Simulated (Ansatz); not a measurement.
Reaction (isomerisation): `[NH]=[Ta]([NH2])([NH2])[OH]` → `[NH2][Ta]([NH2])([NH2])=[O]`

Computed with Ansatz on PBE0-D4/def2-TZVP structures; ΔE is electronic, products minus reactants. CCSD(T)/CBS is the MP2 limit (def2-TZVPP, def2-QZVPP) plus CCSD(T) − MP2 in def2-TZVPP, frozen cores. Functionals use def2-TZVPP. HSE06 is defined as in plane-wave codes. Elements past krypton have def2 core potentials. For Ta outer-core shells are correlated without core-valence functions, which leaves a few kJ/mol of doubt a bond. One conformer a species, not always the lowest.

`[NH]=[Ta]([NH2])([NH2])[OH]`:

Cartesian coordinates in Å:
```
N 1.061 1.220 -0.894
Ta 0.217 0.015 0.090
N -0.332 -1.432 -1.166
N -1.344 0.957 0.894
O 1.266 -0.759 1.502
H 1.625 1.887 -1.391
H -0.207 -1.414 -2.165
H -0.825 -2.271 -0.895
H -2.011 0.531 1.521
H -1.614 1.907 0.698
H 2.163 -0.640 1.806
```

`[NH2][Ta]([NH2])([NH2])=[O]`:

```xyz
11

N    -0.620   -1.799   -0.019
Ta    0.309   -0.059   -0.306
N    -0.966    1.322   -0.971
N     1.199    0.551    1.371
O     1.523   -0.290   -1.503
H    -0.322   -2.668   -0.436
H    -1.495   -1.937    0.465
H    -1.657    1.811   -0.422
H    -0.938    1.707   -1.903
H     0.787    0.576    2.292
H     2.178    0.787    1.431
```

**Question.** Is it downhill or uphill in electronic energy at CCSD(T)/CBS, and by how much? (Estimate.)

**Answer.** Ansatz gave: Downhill: ΔE = -0.50 eV.

**Question.** What do these levels give: PBE-D4, HSE06-D4, B2PLYP, revPBE, BLYP, r2SCAN, r2SCANh, LC-ωPBE, MP2/def2-TZVPP, CCSD(T)/def2-TZVPP, HF/CBS(def2), MP2/CBS(def2)? (Estimate.)

**Answer.** Computed: PBE-D4 -0.62, HSE06-D4 -0.55, B2PLYP -0.60, revPBE -0.64, BLYP -0.62, r2SCAN -0.60, r2SCANh -0.58, LC-ωPBE -0.58, MP2/def2-TZVPP -0.60, CCSD(T)/def2-TZVPP -0.54, HF/CBS(def2) -0.43, MP2/CBS(def2) -0.56 eV.

Largest T1 diagnostic among the species: 0.020.

From PBE to PBE0 (25 % exact exchange), in def2-TZVPP and without D4, ΔE moves by +0.06 eV. Leaving LDA and LC-ωPBE aside and taking each functional with its dispersion term where it has one, the values, not all of them listed here, spread over 0.14 eV, from revPBE-D4 to BHLYP-D4. LDA lies +0.07 eV from PBE without D4. At CCSD(T), def2-SVP lies −0.04 eV from the extrapolated value and def2-TZVPP −0.04 eV.
